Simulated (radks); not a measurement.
Problem. Sn VII, configuration [Kr] 4d7 5s1 (not the ground configuration). Method: scalar-relativistic Kohn-Sham, SCAN, spin-polarised, spherical densities, finite nucleus; open shells are filled with parallel spins first (spin-orbit coupling, left out, can overturn this in heavy ions); meta-GGA in the generalised Kohn-Sham scheme; Fermi nuclear charge, rms radius 4.6519 fm; computed with a radial shooting solver on a logarithmic mesh with Libxc functionals. Some entries of the table are withheld. Estimate them.

| orbital | occ. | eigenvalue (Ry) | <r> (bohr) |
|---|---|---|---|
| 1s up | 1 | -2143.504 | 0.02906 |
| 1s down | 1 | -2143.494 | 0.02906 |
| 2s up | 1 | -330.9455 | 0.1254 |
| 2s down | 1 | -330.8708 | 0.1254 |
| 2p up | 3 | -297.5546 | 0.1096 |
| 2p down | 3 | -297.4903 | 0.1096 |
| 3s up | 1 | -70.04867 | 0.3383 |
| 3s down | 1 | -70.01287 | 0.3383 |
| 3p up | 3 | -59.04761 | 0.3370 |
| 3p down | 3 | -59.00159 | 0.3369 |
| 3d up | 5 | -42.20500 | 0.3142 |
| 3d down | 5 | -42.12692 | 0.3141 |
| 4s up | 1 | (1) | (2) |
| 4s down | 1 | (3) | (4) |
| 4p up | 3 | (5) | 0.8602 |
| 4p down | 3 | (6) | 0.8598 |
| 4d up | 5 | -8.44849 | 0.9899 |
| 4d down | 2 | -8.11541 | 0.9879 |
| 5s up | 1 | -5.73189 | 1.794 |

Solution. 
(1) 4s up eigenvalue (Ry): -16.96040
(2) 4s up <r> (bohr): 0.8052
(3) 4s down eigenvalue (Ry): -16.63487
(4) 4s down <r> (bohr): 0.8050
(5) 4p up eigenvalue (Ry): -13.53471
(6) 4p down eigenvalue (Ry): -13.20781
